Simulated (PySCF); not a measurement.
C3H9AlO (SMILES C[CH2][Al]([CH3])[OH]), singlet, at a GFN2-xTB geometry (such geometries of metal compounds can be far from the true shape). Base run: B3LYP/6-31G, polarisability run with PySCF.

Here is a job for PySCF.
```python
from pyscf import gto, scf, dft
from pyscf.prop import polarizability

mol = gto.Mole()
mol.atom = '''
    Al    0.213922    0.296070    0.387530
    C     1.769568    0.346179    1.639040
    H     2.200567   -0.639149    1.822366
    H     1.478716    0.760291    2.608042
    H     2.572711    0.984904    1.262367
    C    -0.376076   -1.409554   -0.520214
    C    -1.124564   -1.178148   -1.838756
    H    -1.025796   -1.989520    0.148344
    H     0.488522   -2.058536   -0.703567
    H    -0.472531   -0.708812   -2.574075
    H    -1.978018   -0.519227   -1.683507
    H    -1.492009   -2.116556   -2.257317
    O    -0.630123    1.677908    0.093267
    H    -1.125728    2.463565   -0.087092
'''
mol.basis = '6-31g'
mol.charge = 0
mol.spin = 0
mol.verbose = 4
mol.build()

mf = dft.RKS(mol)
mf.xc = 'b3lyp'
mf.kernel()
alpha = mf.Polarizability().polarizability()[2, 2]
print('alpha_zz =', alpha)
```

Variants of this job, named by their change:

```
change                                         alpha_zz (bohr³)  basis functions  core-seconds (rough)
---------------------------------------------  ----------------  ---------------  --------------------
base                                                      54.29               67                    20
basis = def2-SVP                                          57.88              119                    40
finite field (a.u.) = 0.02; conv_tol = 1e-11              54.64               67                    20
functional = lda,vwn                                      56.64               67                    10
finite field (a.u.) = 2e-4; conv_tol = 1e-6               49.01               67                     8
basis = STO-3G                                            27.12               38                     9
basis = 6-31+G*                                           63.88              112                    40
functional = pbe0                                         53.90               67                    20
finite field (a.u.) = 0.001; conv_tol = 1e-11             54.29               67                    20
finite field (a.u.) = 0.001; conv_tol = 1e-6              54.30               67                    10
functional = hf                                           50.21               67                     1
functional = pbe                                          56.35               67                    20
```

Finite-field rows take the second difference of the energy in a field along z; a small field with loose convergence shows SCF noise divided by the square of the field, and a large one adds hyperpolarisability.
